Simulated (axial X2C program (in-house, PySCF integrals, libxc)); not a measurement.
## PtP⁺ along the bond: PBE50, two-component

All values were computed with an in-house relativistic program for diatomic molecules. Two-component (2c) means X2C with spin–orbit coupling and atomic mean-field two-electron Coulomb and Gaunt terms. Basis: Pt dyall-cv3z [13s14p9d6f4g], P dyall-v3z [8s7p2d1f] (cores contracted in-house); Gaussian nuclei, density fitting, unrestricted open shells. Masses: Pt 194.965 u, P 30.974 u.

State: Ω = 0 (closed shell). Dipoles are positive if P is the positive end and refer to the centre of mass.

Results along the bond:

| R (Å) | μ (D) | HOMO (eV) | LUMO (eV) |
| --- | --- | --- | --- |
| 1.879 | 2.146 | -14.45 | -9.36 |
| 1.939 | 2.260 | -14.43 | -9.44 |
| 1.999 | 2.379 | -14.40 | -9.53 |
| 2.069 | 2.517 | -14.35 | -9.61 |
| 2.139 | 2.652 | -14.29 | -9.69 |
| 2.229 | 2.783 | -14.18 | -9.77 |

The state is a single determinant with fixed occupations, the lowest that a limited PBE0 search found. The closed shell is kept restricted, so the energy runs too high when the bond is stretched far.
